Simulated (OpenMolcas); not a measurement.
Nd4+.

```json
{"Program": "OpenMolcas 26.06", "Basis": "ANO-R2 [8s7p4d3f1g]", "Scalar Hamiltonian": "X2C, finite nucleus", "Active space": "2 electrons in 7 orbitals (4f)", "State averaging": "2S+1 = 3 even, 21 roots; 2S+1 = 1 even, 28 roots", "Spin-orbit coupling": "state interaction with AMFI integrals over the reference wave functions, term energies averaged over their components"}
```

Two sets of levels on these reference wave functions, in eV above 4f2 3H4: one from CASSCF and one from SS-CASPT2, IPEA 0.25 Eh, imaginary shift 0.1 Eh (closed shells correlated: 5s 5p).

```json
{"Level": "4f2 3H4", "Set 1": "0.0000", "Set 2": "0.0000"}
{"Level": "4f2 3H5", "Set 1": "0.370", "Set 2": "0.368"}
{"Level": "4f2 3H6", "Set 1": "0.753", "Set 2": "0.752"}
{"Level": "4f2 3F2", "Set 1": "0.819", "Set 2": "0.964"}
{"Level": "4f2 3F3", "Set 1": "1.062", "Set 2": "1.202"}
{"Level": "4f2 1D2", "Set 1": "2.955", "Set 2": "3.340"}
{"Level": "4f2 1I6", "Set 1": "3.701", "Set 2": "3.994"}
{"Level": "4f2 3P0", "Set 1": "3.673", "Set 2": "4.154"}
{"Level": "4f2 3P1", "Set 1": "3.786", "Set 2": "4.260"}
{"Level": "4f2 3P2", "Set 1": "3.994", "Set 2": "4.462"}
{"Level": "4f2 1S0", "Set 1": "7.954", "Set 2": "9.112"}
```

Task: Which set is which?

Result: Set 1 is SS-CASPT2. Its levels of the other terms of 4f2 lie at 0.85 to 0.93 of the other set's values, as expected, since terms of lower spin or lower L gain more correlation energy than the Hund ground term. Against 9 measured levels (the list in Carvajal Gallego et al., Mon. Not. R. Astron. Soc. 518, 332 (2023)) the mean absolute deviation is 2600 cm-1 with it and 4700 cm-1 without; single levels miss by up to 4700 cm-1 with it.

Term energies are means over components that CASPT2 splits; among the terms shown or strongly mixed into the levels shown the widest spread is 270 cm-1 (4f2 1I, SS-CASPT2). Without dynamic correlation excited terms often stand tens of per cent too high (terms of higher spin than the ground term too low), and those without a measured partner can miss by more than the paired ones (holds for CASSCF). Some levels mix across a computed gap that differs much from the measured one, so their mixing is not that of the real levels (holds for CASSCF). Some terms miss by over 15 % even with CASPT2, which points to a basis or an active space too small for the shells correlated (holds for SS-CASPT2). Computed and measured levels are paired by configuration, term and J; levels that our copy of the source lacks, or whose pairing is in doubt (as where it misses far off the trend of its configuration), stay unpaired and out of the deviations. Levels of configurations outside the active space are missing. Levels that lie high or do not pair safely by name in every column are left out.
